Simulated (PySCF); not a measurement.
# Steps of a relaxation of [Tb(PH3)]3+

[Tb(PH3)]3+ (singlet in the valence; each metal's 4f electrons, 8 of them, lie in its core potential, out of spins and levels). PySCF 2.14.0, RKS PBE0, Tb lcecp-1-SVP with ECP54, P def2-SVP, H def2-SVP; non-relativistic Hamiltonian with scalar-relativistic core potentials where named; density fitting; no spin-orbit coupling. Origin of the start: template. Columns: position (Å) and force (eV/Å). Energies are counted from the last step; some of the 6 steps are shown. Forces carry noise of the integration grid, about 0.01 to 0.03 eV/Å.

Run from Python with OMP_NUM_THREADS=2. Where DIIS fails, smearing, a level shift and second-order steps follow.
It took 17 s on 2 threads of Arm Neoverse V1 (shared host), from the converged density of the start.

```xyz
5
step 0  E = 0.287 eV
Tb    0.0000    0.0000   -0.5227     0.00    0.00    0.17
P     0.0000    0.0000    2.3773     0.00    0.00    1.22
H     1.2100    0.0000    3.1205     0.72    0.00   -0.46
H    -0.6050    1.0479    3.1205    -0.36    0.62   -0.46
H    -0.6050   -1.0479    3.1205    -0.36   -0.62   -0.46
```

```xyz
5
step 2  E = 0.009 eV
Tb    0.0000    0.0000   -0.4223     0.00    0.00    0.09
P     0.0000    0.0000    2.4979     0.00    0.00    0.39
H     1.3336    0.0000    3.0469    -0.23    0.00   -0.16
H    -0.6668    1.1549    3.0469     0.12   -0.20   -0.16
H    -0.6668   -1.1549    3.0469     0.12    0.20   -0.16
```

```xyz
5
step 3  E = 0.001 eV
Tb    0.0000    0.0000   -0.4077     0.00    0.00    0.05
P     0.0000    0.0000    2.5100     0.00    0.00    0.10
H     1.3324    0.0000    3.0379    -0.09    0.00   -0.05
H    -0.6662    1.1539    3.0379     0.05   -0.08   -0.05
H    -0.6662   -1.1539    3.0379     0.05    0.08   -0.05
```

**Question.** Where does the relaxation end?

**Answer.** It converges at step 5 in C3v:
```xyz
5
step 5  E = 0
Tb    0.0000    0.0000   -0.3990
P     0.0000    0.0000    2.5134
H     1.3295    0.0000    3.0339
H    -0.6647    1.1514    3.0339
H    -0.6647   -1.1514    3.0339
```

**Question.** How did the contacts change?

**Answer.** 
| contact | start (Å) | end (Å) |
| --- | --- | --- |
| Tb1–P2 (PH3) | 2.900 | 2.912 |


An lcecp potential fixes the number of 4f electrons, so in runs with it no electron can move into or out of that shell.
